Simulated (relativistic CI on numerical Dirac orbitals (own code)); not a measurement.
**Radial parameters of Ar¹³⁺**

These numbers are calculated, not measured: Dirac-Coulomb-Breit CI, orbitals from a KLI potential per configuration, QED by a radiative potential, unscaled Slater integrals (own radial code, finite nucleus).

Slater integrals F^k, G^k are unscaled and averaged over j, outside the closed core 1s2; ζ comes from projecting the Hamiltonian with its Breit term on Σ l·s of the shell.

- 2s²2p: ζ(2p) = 15449 cm⁻¹; <r>(2p) = 0.3201, <r^2>(2p) = 0.124 (bohr units).
- 2s2p²: F^2(2p,2p) = 297160, G^1(2s,2p) = 325320, ζ(2p) = 15219 cm⁻¹; <r>(2s) = 0.3691, <r^2>(2s) = 0.1595, <r>(2p) = 0.321, <r^2>(2p) = 0.1247 (bohr units).
- 2p³: F^2(2p,2p) = 295560, ζ(2p) = 15004 cm⁻¹; <r>(2p) = 0.3226, <r^2>(2p) = 0.126 (bohr units).

Averages of the first 10 configurations, taken without configuration mixing, which lowers the lowest level and can move excited configurations by several eV; other configurations of the list can lie among them:

```tsv
Configuration	Parity	States	Average energy above the lowest level (eV)
2s²2p	odd	6	5.6
2s2p²	even	30	47.6
2p³	odd	20	102.4
2p²3s	even	30	509.4
2p²3p	odd	90	522.6
2p²3d	even	150	534.7
2s²3s	even	2	429.5
2s²3p	odd	6	444.5
2s²3d	even	10	456.9
2s2p3s	odd	24	462.9
```
